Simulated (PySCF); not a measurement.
Compound: ethylboronic acid, C2H7BO2.
Geometry (PBE0-D3(BJ)/def2-SVP, Å), atoms numbered from 1 in this order:
```xyz
12
C2H7BO2 angstrom
C     -1.624    0.095    0.330
C     -0.384    0.244   -0.545
B      0.978   -0.088    0.185
O      1.098    0.177    1.514
O      2.072   -0.608   -0.452
H     -1.536    0.704    1.242
H     -2.543    0.401   -0.195
H     -1.763   -0.949    0.655
H     -0.300    1.292   -0.891
H     -0.486   -0.354   -1.468
H      1.980   -0.043    1.835
H      1.913   -0.777   -1.384
```

Computed with PySCF, delta-SCF UKS SCAN, pcX-2 on the ionised atom, pcseg-1 elsewhere, spin-free X2C. Every row has its own mixed basis.

| ionised atom | basis functions | E(ionised) (Eh) | binding energy (eV) |
| --- | --- | --- | --- |
| B3 | 136 | -248.60169 | 197.150 |
| C1 | 136 | -245.17238 | 290.462 |
| C2 | 136 | -245.18238 | 290.200 |
| O4 | 136 | -236.06828 | 538.945 |

Task: Fill in the total energy of each ground state.

Result: With binding energy = E(ionised) − E(ground) and 27.2114 eV a hartree:

```csv
atom,binding energy (Eh),E(ground) (Eh)
B3,7.2451,-255.8468
C1,10.6743,-255.8467
C2,10.6646,-255.8470
O4,19.8059,-255.8741
```

Task: How much do the ground-state energies differ, and what would follow from using one of them for all holes?

Result: They run from -255.8741 Eh (core basis on O4) to -255.8467 Eh (on C1), 0.0274 Eh or 0.75 eV apart, for one and the same state in different bases and grids. Pairing the ion of C1 with the ground state of O4 would put its binding energy 0.75 eV too high.

The listed C 1s values span 0.26 eV, from C2 (bonded to C, 2 H and B) to C1 (bonded to C and 3 H). Summing the Pauling electronegativity differences to the bonded atoms, each weighted by its formal bond order, gives -1.21 for the lowest site and -1.05 for the highest.

Only 1s holes are shown. One atom of each set of topologically equivalent atoms was ionised and stands for the set; in this conformer not all members are related by symmetry, and their own values weren't computed. Geometry: PBE0-D3(BJ)/def2-SVP, one conformer, isolated molecule.

Hardware: x86-64 server, one thread, no GPU, shared host. Cost: 34 s of wall time.
